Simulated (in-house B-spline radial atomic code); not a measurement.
RPA and G0W0 for Fe IV (Fe3+), [Ar] 3d5, highest spin, as one setting changes: the radius of a hard wall (bohr). Start: Hartree-Fock. A dash marks a level of low quasi-particle weight. Computed with a B-spline radial code for spherical atoms: all electrons, non-relativistic, point nucleus, each spin shell either full or empty, empty states to l = 9 with an (l + 1/2)⁻⁴ tail; G0W0 by contour deformation at full frequency.

| radius of a hard wall (bohr) | mean-field level (eV) | G0W0 level (eV) | RPA correlation (Eh) |
| --- | --- | --- | --- |
| 2 | -44.75 | 3d up -44.59 | -1.4011 |
| 2.5 | -53.22 | 3d up -52.86 | -1.4064 |
| 3 | -55.53 | 3d up -55.03 | -1.4096 |
| 3.5 | -56.19 | 3d up -55.59 | -1.4107 |
| 4 | -56.37 | 3d up -55.73 | -1.411 |
| 5 | ? | ? | ? |
| 6 | -56.43 | 3d up -55.76 | -1.4107 |
| 8 | ? | ? | ? |
| 12 | -56.43 | 3d up -55.76 | -1.4102 |

Q: What belongs in the row for 5?

A: mean-field level (eV): -56.43; G0W0 level (eV): 3d up -55.76; RPA correlation (Eh): -1.4109.

Q: What belongs in the row for 8?

A: mean-field level (eV): -56.43; G0W0 level (eV): 3d up -55.76; RPA correlation (Eh): -1.4104.
